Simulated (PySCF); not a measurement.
BH3O3, SMILES OB(O)O. Atoms are numbered in the order given.

```xyz
7

O     -0.6333     1.2342     0.0000
B     -0.0315     0.0090     0.0000
O      1.3487    -0.0424     0.0000
O     -0.8635    -1.0821     0.0000
H      0.0260     1.9416     0.0000
H      1.7273    -0.9305     0.0000
H     -0.4104    -1.9336     0.0000
```

The structure is a stationary point at TPSSh-D3(BJ)/def2-SVP. The values are those of a single conformer.

Two levels are set side by side: PBE/pcSseg-2 (PySCF) and PBE0/pcSseg-2 (PySCF). GIAO shifts against BF3 (¹¹B), H2O (¹⁷O), TMS (¹H) at the same level; non-relativistic, no solvent, atoms listed together averaged. Differences are taken from unrounded values.

| quantity | PBE0 |
|---|---|
| δ(¹¹B) of B2 (ppm) | 8.6 |

Question: What does PBE give, and how far is it from PBE0? (An estimate is asked for; the answer gives what the named calculation found.)

Answer: 
| quantity | PBE | PBE minus PBE0 |
|---|---|---|
| δ(¹¹B) of B2 (ppm) | 8.1 | -0.4 |

Rough cost on one machine, each run with all the roots and properties that it gave: PBE0 against PBE within a factor of 2.
